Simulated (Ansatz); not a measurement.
```yaml
crystal:
  periodic: [false, false, false]
  atoms:
    - {symbol: Si, position_ang: [-0.395448, 0.281659, -0.236311]}
    - {symbol: Zn, position_ang: [0.679757, -0.424508, 0.386756]}
    - {symbol: Cl, position_ang: [1.922319, -1.195672, 0.948111]}
    - {symbol: H, position_ang: [-0.335875, 0.293798, -1.309436]}
    - {symbol: H, position_ang: [-1.167063, -0.167901, -0.061088]}
    - {symbol: H, position_ang: [-0.527095, 1.085561, 0.056535]}
basis:
  gaussian: {orbitals: def2-mTZVP}
hamiltonian: {xc: {name: wB97X}}
output: {forces: true}
```

```sh
$ ansatz run in.yaml --threads 2 --pin off --events-out ev --progress --plain --max-ram 4352MiB
```

Shortened log:

```
Functional definition: wB97X
841 factors; integrals over basis functions are off by at most 3.3e-4 eV
219 factors; integrals over basis functions are off by at most 4.8e-6 eV
mean field evaluation 1: about -68825.3501 eV, gradient 5.6e1 eV
mean field evaluation 2: about -68824.0929 eV, gradient 8.7e1 eV
mean field evaluation 4: about -68828.9728 eV, gradient 7.9e-1 eV
mean field evaluation 8: about -68829.0834 eV, gradient 4.6e-2 eV
mean field evaluation 16: about -68829.0834 eV, gradient 4.0e-5 eV
mean field -68829.08338832 eV, -2529.4221604924 hartree, gradient 4.0e-5 eV, S^2 0.000000; 0 other end points of the search recorded, 0 dependent functions left out
reference -68829.08335727 eV, -2529.4221593513 hartree; 32, 32 occupied and 54, 54 virtual orbitals, 841 factors
Total energy: -68829.08335727 eV, -2529.4221593513 hartree
Atom 0 at    -0.395448     0.281659    -0.236311 Å, force     2.420099    -1.220521   -30.527286 eV/Å
Atom 1 at     0.679757    -0.424508     0.386756 Å, force    14.849129   -10.342405    11.513524 eV/Å
Atom 2 at     1.922319    -1.195672     0.948111 Å, force    28.548761   -17.920629    13.106463 eV/Å
Atom 3 at    -0.335875     0.293798    -1.309436 Å, force     1.049516     0.481589   -20.392923 eV/Å
Atom 4 at    -1.167063    -0.167901    -0.061088 Å, force   -38.220182   -21.918050     8.390701 eV/Å
Atom 5 at    -0.527095     1.085561     0.056535 Å, force    -8.647321    50.920015    17.909522 eV/Å
Dipole moment:    -0.008580    -0.010212     0.035949 e Å
```

Problem. What is wrong with this run?

Solution. The geometry is squeezed to about two thirds of its size. The calculation finished and met its thresholds. The result belongs to that input, not to the molecule as meant.
